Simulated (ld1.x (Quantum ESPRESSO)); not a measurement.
What one change does to a pseudopotential (nickel (Ni), RRKJ)

- Element: Ni (Z = 28)
- Generator: ld1.x (Quantum ESPRESSO) 7.5
- Type: norm-conserving RRKJ (Kleinman–Bylander form)
- Functional: LDA (PZ)
- Relativity: fully relativistic
- Frozen core: [Ar]
- Valence charge: 10
- Reference configuration: 3d8 4s2 4p0
- Partial waves: 4p (bound, empty): rc 2.45 bohr; 3d (bound): rc 0.85 bohr; 4f channel at -0.1 Ry: rc 1.95 bohr; 4s (bound): rc 1.90 bohr
- Local potential: the s channel
- Core correction: a·sin(br)/r model core, default radius (core density twice the valence density)
- rho0: 0.005

Open shells are filled in proportion to 2j + 1 (rel_dist='average').

Change: reference 3d8 4s0 4p0.

Cutoffs: the cutoffs (Ry, on a coarse ladder) from which the occupation-weighted sum of valence levels, in a spherical-Bessel basis at the reference potential, stays within 10 and 1 mRy of its value at 400 Ry; they do not see the model core or the augmentation charge, which bear on the density cutoff. Errors are all-electron minus pseudo energies relative to the spin-unpolarised reference configuration.

Problem. What does the change do?

Solution. The potential gets neither clearly harder nor softer (230 Ry and 300 Ry → 230 Ry and 300 Ry); the range in which the s phases agree narrows (upper end 2.7 → 1.5); the range in which the p3/2 phases agree narrows (upper end 4.7 → 3.4); neither file shows a bound ghost.

```tsv
quantity	base	changed
cutoff, loose	230 Ry	230 Ry
cutoff, tight	300 Ry	300 Ry
bound ghosts	none	none
largest error over its own tests, meV	-2376	-594
s: phases at 2.65 bohr within 0.05 rad from the reference energy up to (Ry; the scan ends near 5)	2.7	1.5
p1/2: phases at 2.65 bohr within 0.05 rad from the reference energy up to (Ry; the scan ends near 5)	to the end of the scan	to the end of the scan
p3/2: phases at 2.65 bohr within 0.05 rad from the reference energy up to (Ry; the scan ends near 5)	4.7	3.4
d3/2: phases at 2.65 bohr within 0.05 rad from the reference energy up to (Ry; the scan ends near 5)	0.5	-0.8
d5/2: phases at 2.65 bohr within 0.05 rad from the reference energy up to (Ry; the scan ends near 5)	0.5	-0.8
f5/2: phases at 2.65 bohr within 0.05 rad from the reference energy up to (Ry; the scan ends near 5)	to the end of the scan	to the end of the scan
f7/2: phases at 2.65 bohr within 0.05 rad from the reference energy up to (Ry; the scan ends near 5)	to the end of the scan	to the end of the scan
```
